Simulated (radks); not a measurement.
Species: Fe5+. Configuration: [Ar] 3d3.

All-electron calculation, scalar-relativistic Kohn-Sham, BLYP, spin-polarised, spherical densities, finite nucleus; open shells are filled with parallel spins first; Fermi nuclear charge, rms radius 3.7377 fm. Program: a radial shooting solver on a logarithmic mesh with Libxc functionals.

Energy parts (eV):
total: -34450.155
kinetic: 34869.778
electron-nucleus: -80574.660
Hartree: 12709.680
exchange-correlation: -1454.953

Orbitals (lengths in bohr, moments of r in powers of bohr):
orbital  occ.  eigenvalue (eV)     <r^2>
1s down     1        -7087.459  0.004596
1s up       1        -7087.454  0.004596
2s up       1        -908.9210   0.08424
2s down     1        -906.9436   0.08397
2p up       3        -787.5078   0.06827
2p down     3        -786.0006   0.06799
3s up       1        -177.3309    0.7035
3s down     1        -173.0499    0.7097
3p up       3        -142.5513    0.7657
3p down     3        -138.3659    0.7762
3d up       3         -87.4830    0.9033
3d down     0         -83.3859    0.9405

The highest occupied level is 3d up at -87.483 eV. The spin density at the nucleus is -0.869 e/bohr^3 (1s -0.034, 2s -2.069, 3s 1.234). The electron density at the nucleus is 1.522e+04 e/bohr^3 (large components only). Spin moment in Bohr magnetons: 3. For comparison, the ionisation energy in NIST's Atomic Spectra Database is 98.99 eV (measured). In exact Kohn-Sham theory the highest level is minus the ionisation energy, but local and semilocal functionals leave it too shallow, through self-interaction and a potential that decays too fast; potentials with the right tail come closer. Summed over all electrons, <r^2> = 9.335 bohr^2, which gives a Langevin (diamagnetic) susceptibility term of -7.39 x 10^-6 cm^3/mol.
